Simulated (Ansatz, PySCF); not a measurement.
C2H7NSeTe, singlet, geometry from GFN2-xTB (all electrons, no relativity), with bond 7-3 at 2.4 times its length. Base run: CASSCF(6,4)/STO-3G (PySCF).

Input for PySCF:
```python
from pyscf import gto, scf, mcscf
import numpy

mol = gto.M(
    atom='''
Te   -0.35087744   -0.50311750    0.74136389
N     0.55986161   -1.59261760   -0.72747454
C     1.98120020   -1.37364141   -0.85245735
C    -0.09289772   -1.53762923   -2.01362367
H     2.39942639   -2.13029398   -1.51899237
H     2.21890886   -0.38348752   -1.26486696
H     3.10352986   -1.60512811    1.49569835
H     0.02485160   -0.56048462   -2.50292375
H     0.34167865   -2.29874810   -2.66448177
H    -1.15457676   -1.74625173   -1.88979090
Se   -0.05863437    1.80694695   -0.16527632
H    -1.28877691    1.93122106   -0.92760513
''',
    basis='sto-3g',
    verbose=4,
)

mf = scf.RHF(mol)
mf.kernel()
mc = mcscf.CASSCF(mf, 4, 6)
mc.fix_spin_(ss=0.0)
mc.kernel()
occ = numpy.linalg.eigvalsh(mc.fcisolver.make_rdm1(mc.ci, mc.ncas, mc.nelecas))[::-1]
ss = mc.fcisolver.spin_square(mc.ci, mc.ncas, mc.nelecas)[0]
print('natural occupations', occ.round(4), ' <S^2>', round(ss, 4))
```

Programs used: Ansatz (a first-principles code), PySCF; a row that names a program was run with it.

The base run was repeated with changes; each row names its change, and settings that it needs were set with it.

| change | ΔE vs base (kcal/mol) | natural occupations | <S^2> of the state |
|---|---|---|---|
| base | 0.000 | 2.00 2.00 1.30 0.70 | 0.00 |
| orbitals = fixed (CASCI) | 9.97 | 2.00 2.00 1.32 0.68 | 0.00 |
| code = ansatz; correction = SC-NEVPT2, all electrons | -109.7 | - | - |
| start = MP2 natural orbitals | -0.004 | 2.00 2.00 1.30 0.70 | 0.00 |
| state_average = 2 states | 14.10 | - | - |
| orbitals = fixed (CASCI); correction = SC-NEVPT2 | -112.4 | 2.00 2.00 1.32 0.68 | 0.00 |
| conv_tol = 1e-5 | 0.026 | 2.00 2.00 1.29 0.71 | 0.00 |
| active space = 4 electrons, 5 orbitals | -11.90 | 1.96 1.30 0.70 0.04 0.00 | 0.00 |
| correction = SC-NEVPT2 | -111.0 | 2.00 2.00 1.30 0.70 | 0.00 |
| active space = 8 electrons, 7 orbitals | -22.14 | 1.99 1.97 1.96 1.30 0.70 0.04 0.04 | 0.00 |
| solver = newton | -0.001 | 2.00 2.00 1.30 0.70 | 0.00 |

Active orbitals are taken around the Fermi level unless the row says otherwise; CASSCF can end in different local minima, and two programs can end on different orbitals. State-averaged rows give the lowest state.

Ansatz warned in this series: the state or the total is in doubt.
